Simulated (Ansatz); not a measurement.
```xyz
2

H     0.0106    0.0430   -0.3573
H    -0.0281   -0.0006    0.3391
```

Basis set: def2-TZVP (spherical functions). All electrons are correlated. Charge 0, multiplicity 1.

Computed with Ansatz (development build ahead of 0.2.0); each method stands on the lowest determinant of its kind that the runs found. Restricted open shells among the atoms or ions are ROHF, correlated in semicanonical orbitals with singles.

Problem. Give the atomization energy at this shape (free ground-state atoms in the same class of orbitals less the molecule, no zero-point energy) of singlet H2 by RHF-MP2, RHF.

Solution.

| method | atomization energy |
| --- | --- |
| RHF-MP2 | 4.34 eV |
| RHF | 3.59 eV |
